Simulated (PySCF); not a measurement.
Computed with PySCF 2.14.0 with M06-2X/def2-TZVP. Gas-phase values, no solvent. One relaxed conformer stands for a flexible species; it need not be the lowest. Delta-SCF ions had no search for a lower state. 

Reference species (SMILES): `BC=C(C)C` (neutral, multiplicity 1).

The S1 oscillator strength is 0.001 and the vertical ionisation energy (Delta-SCF) is 9.66 eV.

Changed species: `B/C(C)=C/C`.

Problem. What does the change do to the S1 oscillator strength and vertical ionisation energy (Delta-SCF)?

Solution. the S1 oscillator strength hardly moves; the vertical ionisation energy (Delta-SCF) falls by 0.08 eV, to 9.58 eV.
